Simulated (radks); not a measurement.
Spherical jellium clusters: N electrons in a uniform positive sphere of charge N and radius rs N^(1/3), rs = 4.03 bohr. Method: non-relativistic Kohn-Sham, LDA (Slater exchange, Perdew-Wang correlation), spin-polarised, spherical densities; computed with a radial shooting solver with Libxc functionals. Levels are named by radial order and angular momentum (1s, 1p, 1d, 2s, ...), and open shells are averaged over m.

N = 37, configuration 1s2 1p6 1d10 2s2 1f14 2p(up 3, down 0). This is the lowest configuration that the search found. Occupied and some empty levels:

level,occupation,eigenvalue (eV),<r> (bohr)
1s up,1,-5.3341,7.869
1s down,1,-5.1409,8.488
1p up,3,-4.7661,9.406
1p down,3,-4.6557,9.672
1d up,5,-4.0631,10.39
1d down,5,-3.9922,10.49
2s up,1,-3.7596,8.292
2s down,1,-3.4904,7.960
1f up,7,-3.2359,11.14
1f down,7,-3.1800,11.16
2p up,3,-2.7384,9.301
2p down,0,-2.4876,9.484
1g up,0,-2.2974,11.81
1g down,0,-2.2446,11.80
2d up,0,-1.6636,10.79
2d down,0,-1.4944,11.15
3s up,0,-1.4868,10.73
3s down,0,-1.3387,10.91

Energy (eV): total -71.0384, kinetic 63.527, external -3299.7, Hartree 1636.9, exchange-correlation -136.16, background 1664.4.
